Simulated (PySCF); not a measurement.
Coordinates in bohr (charge -1 multiplicity 2):
```
Sn    0.0000    0.0000   -1.1360
Se    4.2477    0.0000    0.8517
Se   -4.2477    0.0000    0.8517
```

All numbers come from UB3LYP in PySCF with Sn def2-SVPD with ECP28, Se def2-SVPD; scalar-relativistic core potentials, no spin–orbit coupling; density-fitted integrals.

This geometry of [SnSe2]- is a stationary point at this level.

(1) What is the point group?

(2) Is it a minimum?

(3) List the harmonic modes with their infrared intensities.

(4) Give the ideal-gas entropy at 298.15 K and 1 bar by parts.

Results:

(1) C2v.

(2) Yes: all harmonic wavenumbers are real.

(3) 
```tsv
symmetry	ω (cm⁻¹)	IR (km/mol)
a1	72	1.1
a1	216	2.9
b2	258	45.8
```

(4) translation 179.1, rotation 116.8, vibration 32.5, spin 5.8; total 334.2 J/(mol K).

Other isomers or separated fragments may lie lower. The lowest empty level of this anion is unbound, so it and the gap depend on the basis. With an element this heavy the missing spin–orbit coupling can shift these numbers.
